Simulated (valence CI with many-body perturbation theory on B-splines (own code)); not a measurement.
# Which ion has this spectrum?

A relativistic CI+MBPT calculation for an atom or ion with 5 electrons gives these levels (Ry):

```tsv
J	Parity	E	g
1/2	odd	0.000	0.65
1/2	even	7.853	2.39
3/2	odd	7.908	1.32
3/2	even	13.567	1.69
5/2	even	15.205	1.42
3/2	even	17.986	0.92
1/2	even	18.422	1.13
5/2	even	22.891	1.36
1/2	even	26.774	1.79
3/2	even	26.863	1.22
3/2	odd	26.914	1.46
3/2	odd	33.347	1.38
5/2	odd	34.445	1.19
1/2	odd	36.534	0.65
```

The energies are calculated, and their last digits are not significant.

(1) Which is it?
A. Mo37+
B. Sr33+
C. Nb36+
D. Tc38+

## Answers

(1) C. Nb36+, ground level (2s^2 2p1/2) J=1/2.
